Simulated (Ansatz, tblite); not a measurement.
Cost and result up the ladder for diborane 1,1-di Cl (B2H4Cl2) (8 atoms). Total charge 0; singlet. Geometry: PBE0-D4/def2-SVP.

```xyz
8

B     0.170   -0.714    0.352
Cl   -0.391   -1.061    1.991
Cl    1.107   -1.938   -0.513
H    -0.871   -0.280   -0.423
B    -0.201    0.841   -0.415
H     0.205    1.024   -1.530
H    -0.840    1.637    0.218
H     0.820    0.490    0.319
```

Ansatz on 4 threads of Intel Xeon on a shared host; xTB runs through tblite on one thread. Times are rough, summed over both states, and most runs start from the orbitals of an earlier one. PBE0-D4/def2-TZVP serves as the yardstick here, not as an exact answer. The other state is a doublet.

The xTB rows come from tblite.

Raw xTB energies of ions are shifted by several eV.

| level | functions | wall time |
| --- | --- | --- |
| GFN1-xTB | 34 | 0.033 s |
| GFN2-xTB | 30 | 0.033 s |
| PBE-D4/def2-TZVP | 160 | 9.6 s |
| PBE0-D4/def2-TZVP (with forces) | 160 | 14 s |
| r2SCAN-D4/def2-TZVP | 160 | 14 s |

(1) Estimate what each level gives for the vertical IE (eV).

Results:

(1) 
```json
{"level": "GFN1-xTB", "vertical IE (eV)": "15.40", "difference from PBE0-D4/def2-TZVP (eV)": "4.12"}
{"level": "GFN2-xTB", "vertical IE (eV)": "14.43", "difference from PBE0-D4/def2-TZVP (eV)": "3.16"}
{"level": "PBE-D4/def2-TZVP", "vertical IE (eV)": "10.78", "difference from PBE0-D4/def2-TZVP (eV)": "-0.50"}
{"level": "PBE0-D4/def2-TZVP (with forces)", "vertical IE (eV)": "11.28", "difference from PBE0-D4/def2-TZVP (eV)": "0.00"}
{"level": "r2SCAN-D4/def2-TZVP", "vertical IE (eV)": "11.03", "difference from PBE0-D4/def2-TZVP (eV)": "-0.25"}
```
